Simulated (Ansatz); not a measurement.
**How basis sets differ on SiHF3 (SMILES F[SiH](F)F)**

SiHF3, singlet, SMILES `F[SiH](F)F`. Each level relaxes the structure for itself.

Quantity: the highest harmonic wavenumber at each level's own minimum, in cm⁻¹. The values are calculated.

| level | kind | program | value (cm⁻¹) |
| --- | --- | --- | --- |
| HF/STO-3G | Hartree–Fock | Ansatz | 2888 |
| HF/3-21G | Hartree–Fock | Ansatz | 2555 |
| HF/6-31G* (Cartesian functions) | Hartree–Fock | Ansatz | 2559 |
| HF/cc-pVTZ | Hartree–Fock | Ansatz | 2474 |

Harmonic and unscaled. The values span 2474 to 2888 cm⁻¹.
